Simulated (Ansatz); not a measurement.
Relaxation of CH$_{5}$AlClF (9 atoms, charge 0, multiplicity 1), to a largest force component of 0.03 eV/Å in at most 50 steps.

The calculation used RKS PBE/6-31G* (Ansatz 0.2.0).

```xyz
9
Properties=species:S:1:pos:R:3:forces:R:3
Al -0.556 0.325 0.468 0.32 0.66 -0.32
F 1.771 -1.232 1.722 0.93 0.56 -0.38
C -0.169 0.335 -1.448 0.01 -0.05 0.07
Cl -0.844 2.104 1.615 0.05 -0.12 -0.08
H 0.899 -1.494 1.903 -1.14 -0.41 0.26
H -0.833 -0.989 1.241 -0.19 -0.71 0.51
H 0.844 0.716 -1.663 -0.01 0.01 -0.01
H -0.886 0.943 -2.026 0.01 0.02 0.01
H -0.226 -0.708 -1.812 0.02 0.04 -0.06
```

Problem. Where does it end, and by what steps?

Solution. The forces met the threshold. After 24 steps the energy has fallen by 1.907 eV; H5 moved furthest, 1.35 Å. Parted: Al1–H6, F2–H5. Joined: Al1–F2, H5–H6.

```
step  energy less start (eV)  largest force component (eV/Å)  accepted
   0                  0.0000                           1.140       yes
   1                 -0.1167                           0.896       yes
   2                 -0.2526                           1.082       yes
   3                 -0.4249                           0.608       yes
   4                 -0.4984                           0.450       yes
   5                 -0.4876                           0.357        no
   6                 -0.5150                           0.061       yes
   7                 -0.5144                           0.243        no
   8                 -0.5191                           0.091       yes
   9                 -0.5232                           0.111       yes
  10                 -0.5290                           0.154       yes
  11                 -0.5466                           0.258       yes
  12                 -0.5790                           0.453       yes
  13                 -0.6499                           0.777       yes
  14                 -1.0571                           1.274       yes
  15                 -1.4480                           3.331       yes
  16                 -1.7110                           1.280       yes
  17                 -1.7775                           0.957       yes
  18                 -1.8586                           0.271       yes
  19                 -1.8786                           0.564       yes
  20                 -1.8702                           1.128        no
  21                 -1.8988                           0.222       yes
  22                 -1.9023                           0.136       yes
  23                 -1.9064                           0.097       yes
  24                 -1.9070                           0.030       yes
```

```xyz
9
Properties=species:S:1:pos:R:3
Al 0.465 0.549 0.535
F 1.793 -0.194 1.225
C 0.011 0.268 -1.340
Cl -0.591 1.906 1.777
H -0.387 -1.709 1.550
H -1.081 -1.447 1.422
H 0.778 0.724 -1.992
H -0.964 0.713 -1.596
H -0.024 -0.809 -1.580
```

The run took 38 s on 2 threads of Arm Neoverse V2, with other jobs on the host, peak memory 0.14 GiB.
